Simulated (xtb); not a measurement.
CdCl$_{2}$ (SMILES [Cl][Cd][Cl]), singlet, at a GFN2-xTB geometry (such geometries of metal compounds can be far from the true shape). Base run: xtb with GFN0-xTB.

The xtb input:
```
$ xtb mol.xyz --gfn 0 --json

# file mol.xyz
3

Cd    -0.39671305     0.18389913    -0.31449633
Cl     1.79622522     0.09929264    -0.90545355
Cl    -0.67609427    -0.61853724     1.79344318
```

Each row names what was changed in the base input (with any setting that the change needs).

```
change        ΔE vs base (mEh)  HOMO-LUMO gap (eV)
------------  ----------------  ------------------
base                     0.000                3.81
acc = 0.0001             0.000                3.81
etemp = 1000             0.000                3.81
etemp = 10               0.000                3.81
```
